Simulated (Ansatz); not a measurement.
Ansatz (a program for electronic structure) input file for B(Cl)(SMe)2 (C2H6BClS2), SMILES CSB(Cl)SC, PBE-D3(BJ)/def2-SVP. 

Ansatz 0.2 input:
```yaml
crystal:
  periodic: [false, false, false]
  atoms:
    - {symbol: B, position_ang: [0.33036024, -0.01111603, -0.00000000]}
    - {symbol: Cl, position_ang: [1.76824232, 1.03202842, -0.00000000]}
    - {symbol: S, position_ang: [-1.34092479, 0.66377351, 0.00000000]}
    - {symbol: C, position_ang: [-1.08812624, 2.47604837, -0.00000000]}
    - {symbol: H, position_ang: [-0.53812879, 2.78988675, -0.89641870]}
    - {symbol: H, position_ang: [-2.08798903, 2.92932454, 0.00000001]}
    - {symbol: H, position_ang: [-0.53812878, 2.78988674, 0.89641870]}
    - {symbol: S, position_ang: [0.62503061, -1.78520552, 0.00000000]}
    - {symbol: C, position_ang: [-1.06385168, -2.49323526, -0.00000000]}
    - {symbol: H, position_ang: [-1.61655382, -2.18352416, -0.89755195]}
    - {symbol: H, position_ang: [-0.94839198, -3.58491922, 0.00000001]}
    - {symbol: H, position_ang: [-1.61655381, -2.18352416, 0.89755195]}
basis:
  gaussian:
    orbitals: def2-SVP
hamiltonian:
  xc: pbe
  dispersion: d3bj
relax: {f_tol: 0.002, max_steps: 200}
```

Output:

```
WARN ansatz: RAYON_NUM_THREADS=1 ignored (pool sized by the plan → 1); use --threads N
Functional definition: PBE
integrals: 0.08 GiB planned
1423 factors; their error is unknown
mean field: 0.39 GiB planned
mean field evaluation 1: about -37003.6527 eV, gradient 6.1e1 eV
mean field evaluation 2: about -36990.6582 eV, gradient 8.8e1 eV
mean field evaluation 4: about -37013.1009 eV, gradient 3.3e0 eV
mean field evaluation 8: about -37013.1340 eV, gradient 3.0e-1 eV
mean field evaluation 16: about -37013.0617 eV, gradient 1.5e-3 eV
mean field -37013.06168462 eV, -1360.2049285556 hartree, gradient 4.3e-5 eV, S^2 0.000000; 0 other end points of the search recorded, 0 dependent functions left out
the calculation of the forces begins
reference -37013.06172261 eV, -1360.2049299516 hartree; 36, 36 occupied and 90, 90 virtual orbitals, 1423 factors
relax step   1: F+E_penalty+E_count = -37013.42247477 eV  Δ(F+E_penalty+E_count) = +0.000e0 eV  max|allowed force component| = 2.555e-1 eV/Å  Δτ_max = 0.0000 Å  (32 SCF iters, accepted)
these checks for a lower state are left out or cut short: starts, cluster_reference, orbital_swaps, neighbouring_geometries, increment
integrals: 0.08 GiB planned
1423 factors; their error is unknown
mean field: 0.39 GiB planned
mean field -37013.06780255 eV, -1360.2051533854 hartree, gradient 1.0e-5 eV, S^2 0.000000; 0 other end points of the search recorded, 0 dependent functions left out
the calculation of the forces begins
reference -37013.06784053 eV, -1360.2051547812 hartree; 36, 36 occupied and 90, 90 virtual orbitals, 1423 factors
relax step   2: F+E_penalty+E_count = -37013.42879381 eV  Δ(F+E_penalty+E_count) = -6.319e-3 eV  max|allowed force component| = 8.292e-2 eV/Å  Δτ_max = 0.0112 Å  (32 SCF iters, accepted)
these checks for a lower state are left out or cut short: starts, cluster_reference, orbital_swaps, neighbouring_geometries, increment
integrals: 0.08 GiB planned
1423 factors; their error is unknown
mean field: 0.39 GiB planned
mean field evaluation 32: about -37013.0688 eV, gradient 1.6e-4 eV
mean field -37013.06880984 eV, -1360.2051904024 hartree, gradient 1.7e-5 eV, S^2 0.000000; 0 other end points of the search recorded, 0 dependent functions left out
the calculation of the forces begins
reference -37013.06884785 eV, -1360.2051917994 hartree; 36, 36 occupied and 90, 90 virtual orbitals, 1423 factors
relax step   3: F+E_penalty+E_count = -37013.42938499 eV  Δ(F+E_penalty+E_count) = -5.912e-4 eV  max|allowed force component| = 1.445e-2 eV/Å  Δτ_max = 0.0047 Å  (25 SCF iters, accepted)
these checks for a lower state are left out or cut short: starts, cluster_reference, orbital_swaps, neighbouring_geometries, increment
integrals: 0.08 GiB planned
1423 factors; their error is unknown
mean field: 0.39 GiB planned
mean field -37013.06868143 eV, -1360.2051856836 hartree, gradient 5.6e-6 eV, S^2 0.000000; 0 other end points of the search recorded, 0 dependent functions left out
the calculation of the forces begins
reference -37013.06871943 eV, -1360.2051870801 hartree; 36, 36 occupied and 90, 90 virtual orbitals, 1423 factors
relax step   4: F+E_penalty+E_count = -37013.42940607 eV  Δ(F+E_penalty+E_count) = -2.108e-5 eV  max|allowed force component| = 8.493e-3 eV/Å  Δτ_max = 0.0021 Å  (24 SCF iters, accepted)
these checks for a lower state are left out or cut short: starts, cluster_reference, orbital_swaps, neighbouring_geometries, increment
integrals: 0.08 GiB planned
1423 factors; their error is unknown
mean field: 0.39 GiB planned
mean field -37013.06868273 eV, -1360.2051857311 hartree, gradient 1.5e-5 eV, S^2 0.000000; 0 other end points of the search recorded, 0 dependent functions left out
the calculation of the forces begins
reference -37013.06872073 eV, -1360.2051871276 hartree; 36, 36 occupied and 90, 90 virtual orbitals, 1423 factors
relax step   5: F+E_penalty+E_count = -37013.42940375 eV  Δ(F+E_penalty+E_count) = +2.314e-6 eV  max|allowed force component| = 1.251e-2 eV/Å  Δτ_max = 0.0011 Å  (24 SCF iters, rejected (line search))
these checks for a lower state are left out or cut short: starts, cluster_reference, orbital_swaps, neighbouring_geometries, increment
integrals: 0.08 GiB planned
1423 factors; their error is unknown
mean field: 0.39 GiB planned
mean field -37013.06871014 eV, -1360.2051867384 hartree, gradient 4.2e-5 eV, S^2 0.000000; 0 other end points of the search recorded, 0 dependent functions left out
the calculation of the forces begins
reference -37013.06874814 eV, -1360.2051881350 hartree; 36, 36 occupied and 90, 90 virtual orbitals, 1423 factors
relax step   6: F+E_penalty+E_count = -37013.42941146 eV  Δ(F+E_penalty+E_count) = -5.389e-6 eV  max|allowed force component| = 4.066e-4 eV/Å  Δτ_max = 0.0006 Å  (21 SCF iters, accepted)
integrals: 0.08 GiB planned
1423 factors; their error is unknown
mean field: 0.39 GiB planned
mean field evaluation 64: about -37013.1398 eV, gradient 3.1e-1 eV
mean field -37013.06871014 eV, -1360.2051867384 hartree, gradient 4.2e-5 eV, S^2 0.000000; 1 other end points of the search recorded, 0 dependent functions left out
the calculation of the forces begins
reference -37013.06874814 eV, -1360.2051881350 hartree; 36, 36 occupied and 90, 90 virtual orbitals, 1423 factors
Total energy: -37013.42944946 eV, -1360.2184436640 hartree
Atom 0 at     0.335500    -0.011179     0.000000 Å, force     0.000399    -0.000039     0.000000 eV/Å
Atom 1 at     1.773238     1.033418    -0.000000 Å, force    -0.000070    -0.000141    -0.000000 eV/Å
Atom 2 at    -1.342455     0.658420     0.000000 Å, force     0.000232    -0.000225    -0.000000 eV/Å
Atom 3 at    -1.090438     2.470074     0.000000 Å, force    -0.000268    -0.000231    -0.000000 eV/Å
Atom 4 at    -0.536369     2.787466    -0.902701 Å, force    -0.000039     0.000197     0.000053 eV/Å
Atom 5 at    -2.097446     2.926406    -0.000000 Å, force     0.000020     0.000207     0.000000 eV/Å
Atom 6 at    -0.536369     2.787466     0.902701 Å, force    -0.000039     0.000197    -0.000053 eV/Å
Atom 7 at     0.629953    -1.788942     0.000000 Å, force    -0.000250    -0.000092    -0.000000 eV/Å
Atom 8 at    -1.062010    -2.488241    -0.000000 Å, force     0.000102     0.000407    -0.000000 eV/Å
Atom 9 at    -1.618156    -2.173564    -0.903917 Å, force    -0.000068    -0.000112     0.000063 eV/Å
Atom 10 at    -0.952308    -3.588336    -0.000000 Å, force     0.000049    -0.000057     0.000000 eV/Å
Atom 11 at    -1.618156    -2.173564     0.903917 Å, force    -0.000068    -0.000112    -0.000063 eV/Å
Dipole moment:    -0.360121     0.103659    -0.000000 e Å
```

Self-consistency was reached.

Cost: about 25 core-seconds (a rough figure).
